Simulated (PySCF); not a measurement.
A PySCF script (with the pyscf-properties extension) for the NMR shieldings of glutaryl dichloride, C₅H₆Cl₂O₂, on a GFN2-xTB geometry:

```python
import basis_set_exchange as bse
import numpy as np
from pyscf import gto, dft
from pyscf.prop import nmr

atoms = """
O     3.016178   -0.168734    0.672977
C     2.355995    0.376549   -0.143516
Cl    3.126065    1.430740   -1.344835
C     0.878013    0.316350   -0.339941
C     0.219748   -0.617142    0.676455
C    -1.287350   -0.738313    0.452436
C    -2.011808    0.541102    0.719301
O    -1.571481    1.586973    1.055628
Cl   -3.758158    0.356870    0.470113
H     0.481817    1.329288   -0.238049
H     0.678309   -0.009940   -1.363286
H     0.411724   -0.238543    1.680785
H     0.671097   -1.607162    0.601628
H    -1.507281   -1.048168   -0.571996
H    -1.707280   -1.501882    1.110801
"""
names = dict.fromkeys(["O", "C", "Cl", "H"], "pcSseg-1")
basis = {el: gto.basis.parse(bse.get_basis(n, elements=[el], fmt="nwchem")) for el, n in names.items()}
mol = gto.M(atom=atoms, basis=basis, charge=0, verbose=0)
mf = dft.RKS(mol, xc="PBE0")
mf.grids.level = 2
mf.grids.alignment = dft.numint.BLKSIZE   # the property module wants whole blocks of grid points
mf.conv_tol = 1e-9
mf.kernel()

calc = nmr.RKS(mf)   # GIAO
C = mf.mo_coeff
Co = C[:, mf.mo_occ > 0]
resp = mf.gen_response(singlet=True, hermi=2)
def vind(x):   # induced exchange potential for any number of trial vectors
    d = np.einsum("pi,xij,qj->xpq", C, 2 * x.reshape(-1, C.shape[1], Co.shape[1]), Co, optimize=True)
    return np.einsum("xpq,pi,qj->xij", resp(d - d.transpose(0, 2, 1)), C, Co, optimize=True).ravel()
mo1, _ = nmr.rhf.solve_mo1(calc, with_cphf=vind)
sigma = calc.kernel(mo1)
for i, s in enumerate(sigma):   # ppm
    w = np.linalg.eigvalsh((s + s.T) / 2)
    print("%2d %-2s iso %8.1f  s11 %8.1f  s22 %8.1f  s33 %8.1f" % (i, mol.atom_pure_symbol(i), w.mean(), *w))
```

**Question.** What are the results?

**Answer.** 
```
 0 O  iso   -254.5  s11   -642.3  s22   -380.6  s33    259.4
 1 C  iso      2.8  s11   -106.8  s22     49.8  s33     65.5
 2 Cl iso    480.0  s11     76.8  s22    384.4  s33    978.8
 3 C  iso    139.0  s11    109.4  s22    123.5  s33    184.0
 4 C  iso    162.8  s11    152.9  s22    162.9  s33    172.8
 5 C  iso    139.6  s11    118.9  s22    122.5  s33    177.4
 6 C  iso      1.7  s11   -106.2  s22     50.0  s33     61.5
 7 O  iso   -253.5  s11   -638.1  s22   -381.0  s33    258.6
 8 Cl iso    470.6  s11     65.7  s22    374.6  s33    971.5
 9 H  iso     28.1  s11     22.7  s22     29.6  s33     31.9
10 H  iso     29.3  s11     24.9  s22     29.8  s33     33.0
11 H  iso     29.7  s11     25.7  s22     29.3  s33     34.2
12 H  iso     30.2  s11     24.8  s22     29.8  s33     36.0
13 H  iso     29.1  s11     25.2  s22     29.3  s33     32.8
14 H  iso     28.6  s11     23.7  s22     28.9  s33     33.2
```

These numbers come from an equivalent density-fitted implementation of the same equations, which agrees with the script to about 0.01 ppm for H and up to a few tenths of a ppm for heavy atoms, so last digits may differ.

**Question.** Turn these shieldings into chemical shifts. δ = σ(ref) − σ, references computed at the same level: 17O (336.08 ppm) vs H2O; TMS for 13C (186.93 ppm), 1H (31.72 ppm); 35Cl (949.78 ppm) vs HCl.

**Answer.** Averaging equivalent atoms: O 0/7: 590.1; C 1/6: 184.6; C 3/5: 47.6; C 4: 24.1; Cl 2/8: 474; H 9/10/13/14: 2.96; H 11/12: 1.75 ppm. Unscaled 17O shifts of doubly bonded oxygen tend to come out too high, by tens of ppm or more. Experimental scales use liquid or dissolved standards, which lie at an offset from isolated H2O (liquid H2O: subtract about 36 ppm).

Size and cost of the density-fitted run: 197 basis functions, 32 s wall time on 1 thread of an x86-64 server CPU, shared host.
